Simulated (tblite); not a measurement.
Compound: C₆H₇N (charge +1 and doublet state).
SMILES with atom numbers: `[CH2:1][CH+:2][n:3]1[cH:4][cH:5][cH:6][cH:7]1` (hydrogens: H8, H9 on C1; H10 on C2; H11 on C4; H12 on C5; H13 on C6; H14 on C7)

The geometry is computed with GFN2-xTB (gas phase). This method treats the open shell by occupation alone, without spin polarisation.

Entries marked ? are missing.

```
coordinate    value
     C1–C2        ?
     C2–N3        ?
     N3–C4  1.422 Å
     C4–C5        ?
     C5–C6  1.415 Å
     C6–C7  1.407 Å
     N3–C7        ?
     C1–H8  1.077 Å
     C1–H9  1.077 Å
    C2–H10  1.084 Å
    C4–H11  1.072 Å
    C5–H12  1.072 Å
    C6–H13  1.074 Å
    C7–H14  1.075 Å
  C1–C2–N3   125.3°
  C2–N3–C4   126.1°
  C2–N3–C7        ?
  C4–N3–C7        ?
  N3–C4–C5        ?
  C4–C5–C6   107.1°
  C5–C6–C7   107.2°
  N3–C7–C6   108.9°
```

Fill in the missing values.

- C1–C2 = 1.344 Å, drawn single (ends: carbon bonded to C and 2 H; carbon bonded to C, N and H); 0.12 Å below the sum of covalent radii, 1.46 Å.
- C2–N3 = 1.372 Å, drawn single (ends: carbon bonded to C, N and H; nitrogen bonded to 3 C); 0.07 Å below the sum of covalent radii, 1.44 Å.
- C4–C5 = 1.359 Å, aromatic (ends: carbon bonded to C, N and H; carbon bonded to 2 C and H); 0.10 Å below the sum of covalent radii, 1.46 Å.
- N3–C7 = 1.333 Å, aromatic (ends: nitrogen bonded to 3 C; carbon bonded to C, N and H); 0.11 Å below the sum of covalent radii, 1.44 Å.
- C2–N3–C7 = 125.8°, at the nitrogen bonded to 3 C; the outer atoms are 2.408 Å apart.
- C4–N3–C7 = 108.1°, at the nitrogen bonded to 3 C, inside a 5-membered ring; the outer atoms are 2.231 Å apart.
- N3–C4–C5 = 108.6°, at the carbon bonded to C, N and H, inside a 5-membered ring; the outer atoms are 2.259 Å apart.

Radii are Cordero's, carbon taken as 0.76, 0.73 or 0.69 Å for four, three, and two or fewer neighbours.

Its GFN2-xTB frequencies are all real (lowest 100 cm⁻¹). Torsions: H–C1–C2–N3 180° and 0°, C1–C2–N3–C4 0°.

One conformer stands for the species.
